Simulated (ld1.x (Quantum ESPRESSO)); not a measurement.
**An all-electron radial function and its pseudo partner (Fe (Z = 26))**

Columns: radius, all-electron u(r) and pseudo u(r) of the 3p shell (level -59.51 eV) of iron in the configuration [Ne] 3s2 3p6 3d6 4s2 4p0; PBEsol, non-relativistic, TM scheme, ld1.x (Quantum ESPRESSO) 7.5.

```
r (bohr)  all-electron   pseudo
   0.085        0.4697  -0.0432
   0.170        0.5777  -0.1658
   0.255        0.2411  -0.3484
   0.340       -0.2228  -0.5618
   0.425       -0.6307  -0.7732
   0.510       -0.9197  -0.9521
   0.595       -1.0874  -1.0773
   0.680       -1.1556  -1.1400
   0.765       -1.1522  -1.1436
   0.850       -1.1018  -1.1001
   0.935       -1.0236  -1.0252
   1.020       -0.9315  -0.9333
   1.105       -0.8348  -0.8358
   1.190       -0.7395  -0.7398
   1.275       -0.6492  -0.6492
   1.360       -0.5659  -0.5659
   1.445       -0.4904  -0.4904
   1.530       -0.4232  -0.4232
   1.615       -0.3638  -0.3638
   1.700       -0.3118  -0.3118
   1.785       -0.2665  -0.2665
   1.870       -0.2274  -0.2274
   1.955       -0.1937  -0.1937
   2.040       -0.1647  -0.1647
   2.125       -0.1399  -0.1399
   2.210       -0.1187  -0.1187
```

(1) How many radial nodes do the two functions have?

(2) At about which radius was the pseudo-wave matched?

(3) Is the pseudo-wave norm-conserving?

## Answers

(1) The all-electron 3p function has n − l − 1 = 1; the pseudo-wave has 0, since the states of the same l below it are removed with the core.

(2) 1.40 bohr. The columns agree to 0.0005 from 1.19 bohr on; several derivatives are matched, so the curves merge somewhat inside the radius.

(3) Yes: the TM scheme keeps the norm inside the radius equal to the all-electron one, which fixes the energy derivative of the logarithmic derivative at the level.
